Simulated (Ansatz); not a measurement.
# Which method gave which barrier?

Saddle point of GeNH₂Cl₂F, closed shell (GeNH₂Cl₂F ([NH2][Ge]([F])([Cl])[Cl]) → GeNHCl₂ ([NH][Ge]([Cl])[Cl]) + HF; bonds formed: F2–H4; bonds broken: Ge1–F2, N3–H4), PBE0-D4/def2-TZVP structure:

```xyz
7
angstrom
Ge 0.0773 0.3914 0.5612
F -1.3342 -0.8169 -0.9158
N 1.1227 -0.6395 -0.3373
H -0.3777 -1.0382 -1.0077
Cl -0.2939 2.4682 0.3683
Cl -0.9105 -0.2766 2.2877
H 1.7163 -0.0886 -0.9564
```

Computed with Ansatz 0.2.0 (basis: def2-TZVPP, with def2-QZVPP for the basis limit); correlated methods freeze the cores. Filled d shells of the heavier atoms are correlated. The def2 sets are not built for correlating such inner shells, so the correlated values are less sure here. B3LYP uses VWN-RPA correlation. Extrapolation: Hartree–Fock as exp(−7.88 √X), correlation as X^−2.97. Four methods, as single points on the PBE0-D4 structures, gave these electronic barriers from the start structure: 240.4, 268.1, 304.7, 349.9 kJ/mol.

**Question.** The methods were, in alphabetical order, B3LYP-D4, BHLYP-D4, BLYP-D4, HF. Which gave which? (Judge from chemistry; the calculation decides.)

**Answer.** Computed: BLYP-D4 240.4; B3LYP-D4 268.1; BHLYP-D4 304.7; HF 349.9 kJ/mol. For comparison, CCSD(T) at an estimated basis limit (MP2 extrapolated from triple and quadruple zeta, plus CCSD(T) − MP2 in triple zeta) gives 278.2 kJ/mol.

No T1 diagnostic of these runs exceeds 0.015.

Labels in which every atom is bracketed show which atoms are joined, not bond orders.

For scale, one of the runs: CCSD(T)/def2-TZVPP, 222 basis functions, launched by `ansatz run in.yaml --threads 8 --pin off --events-out ev --progress --plain --max-ram 19148MiB`. The run took 29 s on 8 CPU threads of an AMD EPYC 9R45 (shared host), with 3.6 GiB of host memory at its peak.
